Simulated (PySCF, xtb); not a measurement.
PbI, SMILES [I][Pb+] (connectivity only; charge and spin as stated), charge +1, multiplicity 1.

xtb 6.7.1 with GFN2-xTB at its own geometry gives an orbital gap of 3.07 eV.

The structure is a stationary point at r2SCAN-D4/def2-TZVP. The spin state was assumed, not searched. The def2 effective core potentials stand for the cores of I, Pb; spin–orbit coupling is left out.

Q: What does PBE/def2-TZVPD (PySCF) give? (The exact figures need the calculation; the answer reports its results.)

A: gap 2.91 eV (levels -12.05 and -9.14 eV).
